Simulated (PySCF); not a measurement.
Species: C5H12BN.
Z-matrix (Å and degrees, PBE0-D3(BJ)/def2-SVP geometry), rows numbered from 1:
```
C 
C   1  1.3361
C   2  1.4974  1  126.14
B   3  1.5919  2  109.02  1  -116.07
N   4  1.3975  3  123.66  2    86.66
C   5  1.4442  4  122.28  3  -177.92
C   5  1.4431  4  124.65  3    -0.35
H   1  1.0932  2  121.50  3   178.09
H   1  1.0954  2  121.55  3    -2.50
H   2  1.0984  1  118.05  3  -177.82
H   3  1.1024  2  110.04  1     8.21
H   3  1.1035  2  109.35  1   125.76
H   4  1.2143  3  119.89  2   -90.53
H   6  1.0968  5  110.03  4    -1.68
H   6  1.1051  5  111.20  4  -121.96
H   6  1.1052  5  111.15  4   118.60
H   7  1.1046  5  110.80  4  -119.19
H   7  1.0956  5  110.97  4     0.50
H   7  1.1049  5  111.19  4   121.44
```

Level: wB97X-D/def2-SVPD in PySCF, non-relativistic, on one gas-phase PBE0-D3(BJ)/def2-SVP geometry that isn't relaxed in the solvent. The solvent is an IEF-PCM continuum (van der Waals radii × 1.2), and excitations are vertical TDDFT with non-equilibrium linear response and a frozen core. Specific hydrogen bonds and non-electrostatic terms are outside this model.

Gas-phase singlets (H = HOMO, L = LUMO):

```csv
state,E (eV),λ (nm),f,leading configuration
S1,6.372,195,0.165,H→L 89%
S2,6.904,180,0.143,H-1→L 69%
S3,7.091,175,0.038,H→L+1 37%
S4,7.254,171,0.069,H-1→L+1 31%
S5,7.453,166,0.266,H→L+2 37%
```

Task: What are the lowest 5 singlets in cyclohexane (ε = 2.017)?

Result: 
```csv
state,E (eV),λ (nm),f,leading configuration,change by rank (eV)
S1,6.302,197,0.235,H→L 90%,-0.070
S2,6.806,182,0.199,H-1→L 75%,-0.098
S3,7.072,175,0.032,H→L+1 44%,-0.019
S4,7.231,171,0.144,H→L+2 36%,-0.023
S5,7.361,168,0.255,H-2→L 24%,-0.092
```

Task: The ground-state energy changes by -0.040 eV from gas to cyclohexane. By how much does the total energy of gas-phase S1 change?

Result: E(S1) = E(S0) + excitation energy, so it changes by -0.040 − 0.070 = -0.110 eV: it is lowered more than the ground state, which is what a red shift means. This is the vertical state, with the slow part of the continuum still set for S0.

Task: How do the frontier levels move from gas to cyclohexane?

Result: 
```tsv
orbital	gas (eV)	solvent (eV)	change (eV)	Löwdin shares, gas	Löwdin shares, solvent
LUMO+2	2.63	2.66	+0.03	B4 16 %, C1 15 %, C2 13 %, C7 9 %	C1 17 %, C2 16 %, B4 15 %, C7 7 %
LUMO+1	2.13	2.18	+0.05	B4 43 %, C6 9 %, C7 8 %, H19 5 %	B4 47 %, C6 8 %, C7 6 %, H13 4 %
LUMO	1.81	1.81	0.00	B4 21 %, C2 18 %, C1 16 %, N5 11 %	B4 21 %, C2 19 %, C1 17 %, N5 11 %
HOMO	-8.80	-8.80	0.00	C1 32 %, C2 26 %, N5 10 %, C3 8 %	C1 29 %, C2 24 %, N5 14 %, C3 8 %
HOMO-1	-9.20	-9.15	+0.05	N5 41 %, B4 11 %, C7 8 %, C6 8 %	N5 37 %, B4 11 %, C7 8 %, C6 7 %
HOMO-2	-10.69	-10.68	+0.01	B4 26 %, H13 21 %, C3 20 %, C2 7 %	B4 26 %, H13 21 %, C3 20 %, C2 7 %
HOMO-3	-11.45	-11.43	+0.02	C2 24 %, C3 18 %, C1 16 %, H10 13 %	C2 24 %, C3 18 %, C1 16 %, H10 13 %
```

The HOMO–LUMO gap goes from 10.60 to 10.60 eV.

wB97X-D is run here without its empirical dispersion term; that term would change no orbital, density or response property at a fixed geometry.
